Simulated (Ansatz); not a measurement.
Mulliken charges of CH3InO2Se, SMILES `O=[C]([SeH])[InH][OH]` from ωB97M-V/def2-TZVPP in Ansatz (PBE0-D4/def2-TZVP geometry).

| atom | x (Å) | y (Å) | z (Å) | charge (e) |
| --- | --- | --- | --- | --- |
| O1 | 0.507 | -1.343 | 0.871 | -0.227 |
| C2 | 0.566 | -0.183 | 0.607 | -0.035 |
| Se3 | 1.812 | 1.045 | 1.492 | -0.069 |
| In4 | -0.770 | 0.684 | -0.951 | 0.649 |
| O5 | -1.875 | -0.822 | -1.609 | -0.527 |
| H6 | 2.418 | 0.030 | 2.371 | 0.075 |
| H7 | -1.005 | 2.231 | -1.621 | -0.045 |
| H8 | -1.654 | -1.643 | -1.160 | 0.178 |

Problem. By hand: the dipole of these point charges (1 e Å = 4.8032 D).

Solution. Σ q r = (0.161, 0.726, -0.047) e Å, of length 0.745 e Å = 3.58 D.

Problem. How does the dipole of the full density compare? (An estimate is asked.)

Solution. Computed: (0.190, 0.342, 0.089) e Å, 1.93 D; the point charges give 1.85 times that, at 23° from its direction.

Point charges leave out the atoms' own dipoles, such as those of lone pairs, and Mulliken's split depends on the basis, so the two needn't agree.
